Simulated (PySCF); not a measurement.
`FC(F)([C@](F)(C#N)C)F`. The geometry is computed with GFN2-xTB (gas phase).

```
atom  x, y, z in Å
C1     1.3355   -0.3176    0.0665
C2    -0.0057    0.3750    0.2895
F3    -0.1105    0.7832    1.6032
C4    -0.1516    1.5310   -0.5907
N5    -0.2405    2.4298   -1.2859
C6    -1.1783   -0.6028    0.0286
F7    -1.0944   -1.6823    0.8075
F8    -1.1566   -1.0315   -1.2399
F9    -2.3670   -0.0441    0.2413
H10    1.4142   -0.6524   -0.9650
H11    2.1396    0.3824    0.2822
H12    1.4163   -1.1713    0.7367
```

(1) What is the repulsion energy of the bare nuclei, Σ ZA·ZB/RAB?

(2) Which two atoms are farthest apart?

(3) Work out the bond lengths C1–C2, C1–H11, C1–H12, C6–F8, C6–F9 in bohr.

(4) How far apart are these pairs, which share no bond: C1···F3, C1···F7, C1···F8, C1···F9, C2···N5, F3···N5?

(5) How far are the heavy atoms from their best plane (unweighted least squares)?

(6) Where is the centre of mass (commonest isotopes), and what is the radius of gyration?

(7) What are the angles H10–C1–H11, C2–C1–H12, H11–C1–H12, F3–C2–C6, C1–C2–C6, C2–C6–F8?

(8) Give the dihedral angles H12–C1–C2–C6, H10–C1–C2–C6, C1–C2–C6–F7.

(9) Write the matrix of distances between heavy atoms (Å, lower triangle).

Results:

(1) 494.35 Eh over 66 pairs, with full nuclear charges and distances in bohr; the largest single term is 21.48 Eh (C6 with F9).

(2) N5···F7, 4.69 Å; the next longest distance is 4.53 Å.

(3) For C1–C2 the difference vector is (-1.3412, 0.6926, 0.2230) Å, of length 1.5259 Å. 1 bohr = 0.529177 Å. C1–C2 2.883; C1–H11 2.055; C1–H12 2.057; C6–F8 2.531; C6–F9 2.514 bohr.

(4) C1···F3 2.380 Å (2 bonds apart); C1···F7 2.884 Å (3 bonds apart); C1···F8 2.903 Å (3 bonds apart); C1···F9 3.717 Å (3 bonds apart); C2···N5 2.600 Å (2 bonds apart); F3···N5 3.328 Å (3 bonds apart).

(5) 0.753 Å rms; C1 1.05, C2 0.07, F3 1.30, C4 0.00, N5 0.08, C6 0.03, F7 0.03, F8 1.19, F9 0.95 Å (magnitudes).

(6) Mass 141.020 u; centre at (-0.625, 0.049, 0.045) Å; Rg = √(Σ m r²/M) = 1.833 Å. As Ia + Ib + Ic = 2 Σ m r², the three principal moments sum to 948.1 u·Å².

(7) From the scalar product of the two bond vectors; for H10–C1–H11 it is -0.3936 Å² over 1.0873 × 1.0877 Å², cos θ = -0.3328. H10–C1–H11 109.4°; C2–C1–H12 109.3°; H11–C1–H12 109.1°; F3–C2–C6 106.8°; C1–C2–C6 110.7°; C2–C6–F8 110.4°.

(8) H12–C1–C2–C6 -59° (synclinal); H10–C1–C2–C6 61° (synclinal); C1–C2–C6–F7 58° (synclinal). Dihedral signs follow IUPAC: positive where, seen along the central bond, the front bond turns clockwise onto the rear one.

(9) 
```
C1    0.000
C2    1.526  0.000
F3    2.380  1.380  0.000
C4    2.462  1.460  2.318  0.000
N5    3.444  2.600  3.328  1.140  0.000
C6    2.530  1.549  2.354  2.448  3.436  0.000
F7    2.884  2.385  2.771  3.629  4.693  1.334  0.000
F8    2.903  2.375  3.531  2.828  3.581  1.339  2.149  0.000
F9    3.717  2.399  2.762  2.843  3.602  1.331  2.150  2.153  0.000
```

Stationary, but not proved a minimum.
